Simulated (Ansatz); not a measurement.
Consider the redistribution: `OB[Si](F)([SiH3])Cl` + `SBCl` → `OBBS` + `F[Si]([SiH3])(Cl)Cl`.

Calculated with Ansatz (gas phase, PBE0-D4/def2-TZVP geometries, no zero-point term in ΔE). CBS: MP2 limit from def2 TZ/QZ plus the TZ coupled-cluster correction, frozen cores. This one scheme is used for every species. Each species was taken in one conformer, which may not be the lowest.

```json
{"level": "HF/def2-TZVPP", "ΔE (kJ/mol)": "-27.2"}
{"level": "HF/CBS(def2)", "ΔE (kJ/mol)": "-28.6"}
```

(1) What does CCSD(T)/CBS give? (An estimate is asked.)

Largest T1 diagnostic among the species: 0.016.

Results:

(1) Ansatz gave: -23.4 kJ/mol. The listed levels differ from it by -3.8, -5.2 kJ/mol.

In def2-TZVPP, CCSD(T) changes the Hartree–Fock value by +7.3 kJ/mol (the triples alone add +1.6 kJ/mol) and MP2 by +5.4 kJ/mol. From PBE to PBE0 (25 % exact exchange), in def2-TZVPP and without D4, ΔE moves by −3.8 kJ/mol.
